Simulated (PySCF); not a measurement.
## Working out the ionisation energy of Ca³⁺

Ca³⁺ [Ne] 3s2 3p5 (2P) → Ca⁴⁺ [Ne] 3s2 3p4 (3P). All numbers are calculated (PySCF 2.14, no relativity, point nucleus, in an uncontracted even-tempered set (19 s from 0.054 bohr⁻², ratio 2.5; 13 p from 0.071 bohr⁻², ratio 2.5; 5 d from 1.5 bohr⁻², ratio 2.7; 5 f from 2.3 bohr⁻², ratio 2.7)). Frozen: 1s2; the 18 highest virtual orbitals dropped. Energies in hartree (1 hartree = 27.21139 eV):

```json
{"part": "UHF", "Ca³⁺ (lower)": "-674.323899", "Ca⁴⁺ (upper)": "-671.908759"}
{"part": "MP2 opposite-spin", "Ca³⁺ (lower)": "-0.373477", "Ca⁴⁺ (upper)": "-0.350405"}
{"part": "MP2 same-spin", "Ca³⁺ (lower)": "-0.134444", "Ca⁴⁺ (upper)": "-0.126636"}
```

Problem. What does Hartree-Fock give?

Solution. (-671.908759) − (-674.323899) = 2.415140 hartree = 65.719 eV.

Problem. What do MP2 and SCS-MP2 (6/5 opposite-spin, 1/3 same-spin) give?

Solution. The opposite-spin parts differ by 0.628 eV and the same-spin parts by 0.212 eV. MP2: 65.719 + (0.628) + (0.212) = 66.559 eV. SCS-MP2: 65.719 + 1.2 × (0.628) + (0.212)/3 = 66.543 eV.

A first-order spin-orbit estimate adds -0.010 eV to MP2 (outer shells), giving 66.549 eV against 67.273 eV (semi-empirical (NIST evaluation); NIST Atomic Spectra Database, ionization energies).

The calculation is non-relativistic.

What remains against the reference includes basis incompleteness, the frozen core and correlation beyond second order.
